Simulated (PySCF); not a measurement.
# How methods differ on the excitation energy of Tl

Tl [Xe] 4f14 5d10 6s2 6p1 (2P) → Tl [Xe] 4f14 5d10 6s1 6p1 7s1 (4P), as a difference of total energies. Computed with PySCF 2.14 in x2c-TZVPPall with one added diffuse shell each of s, p, d, f type (12s8p7d4f, 99 functions), with the spin-free X2C one-electron Hamiltonian (Gaussian nucleus). Correlated levels: valence: [Xe] 4f14 5d10 frozen. The calculations carry no spin-orbit coupling.

```csv
method,excitation energy (eV)
UHF,8.089
MP2 (valence),8.623
SCS-MP2 (valence),8.822
CCSD (valence),8.768
CCSD(T) (valence),8.779
```

**Question.** How much does correlation contribute at CCSD(T) (valence)?

**Answer.** 8.779 − (8.089) = 0.690 eV, measured against UHF.

A first-order spin-orbit estimate (lowest level to lowest level, LS coupling) adds -0.128 eV.

The upper state lies above the first ionisation limit, but in LS coupling its spin forbids autoionisation to the ground ion; at this Z spin-orbit coupling breaks that rule. A Rydberg-like electron needs more diffuse functions than a valence basis has.

The promoted electron is Rydberg-like, and one or two diffuse shells describe it only roughly, which tends to raise the upper state.
